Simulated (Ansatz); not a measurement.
A nudged elastic band was laid between two geometries of C$_{2}$H$_{5}$AlSi (9 atoms, charge 0, multiplicity 1).

Computed with RKS PBE/def2-SVP in Ansatz.

```yaml
movable_images: 7
climbing_image: yes
spring: 5.0 eV/Å²
optimiser: quadratic models (default)
start_path: IDPP
force_threshold: 0.05 eV/Å
iteration_limit: 60
end_points: relaxed
```

Initial state:

```xyz
9
Properties=species:S:1:pos:R:3
C 0.312 1.062 -2.298
C 0.515 0.808 -1.112
Si 0.717 0.359 0.667
Al -1.057 -1.295 1.151
H 0.153 1.296 -3.343
H 0.631 1.619 1.490
H 2.100 -0.212 0.864
H -1.123 -2.637 0.276
H -2.160 -1.046 2.288
```

Final state:

```xyz
9
Properties=species:S:1:pos:R:3
C -0.129 1.744 -1.977
C 0.295 1.105 -1.016
Si 0.845 0.094 0.422
Al -0.879 -1.544 1.097
H -0.495 2.312 -2.823
H 1.179 1.024 1.565
H 2.131 -0.608 0.052
H -0.574 -2.531 2.325
H -2.286 -1.641 0.337
```

Question: What changes between the two ends?

Answer: No bond is made or broken. The dihedral H6–Si3–Al4–H8 goes from 176 to -60°.

Question: Give the energies along the band, and the barrier.

Answer: The run converged. The highest image is number 5 of 0 to 8, 0.0 kcal/mol above the ends, which have the same energy within 2 meV. A structure lower than the first end lies on the path between it and the top, so the climb from that side starts below the end, which may itself be a saddle point or a shallow side well. The top lies less than 8 meV above the higher end, about what the thresholds resolve: that end is a shoulder or a very shallow well. A vibrational analysis at the climbing image gives one clearly imaginary mode, 45i cm⁻¹: a first-order saddle point.

| image | path coordinate (Å) | energy (kcal/mol) | dihedral H6–Si3–Al4–H8 (°) |
| --- | --- | --- | --- |
| 0 | 0.00 | 0.0 | 176 |
| 1 | 0.48 | -0.1 | -170 |
| 2 | 0.97 | -0.1 | -156 |
| 3 | 1.45 | -0.1 | -140 |
| 4 | 1.93 | 0.0 | -124 |
| 5 | 2.42 | 0.0 | -107 |
| 6 | 2.91 | 0.0 | -91 |
| 7 | 3.40 | 0.0 | -75 |
| 8 | 3.88 | 0.0 | -60 |

Question: What is the geometry of the highest image?

Answer: 
```xyz
9
Properties=species:S:1:pos:R:3
C -0.168 1.722 -1.929
C 0.285 1.092 -0.974
Si 0.892 0.088 0.448
Al -0.859 -1.552 1.048
H -0.552 2.287 -2.769
H 1.172 1.020 1.605
H 2.203 -0.550 0.059
H -0.504 -3.093 1.317
H -2.379 -1.061 1.178
```

The band took 6 iterations and roughly 90 core-seconds.

Time of the run: 99 s on 1 thread of Arm Neoverse V2, on a shared host, peak memory 0.12 GiB.
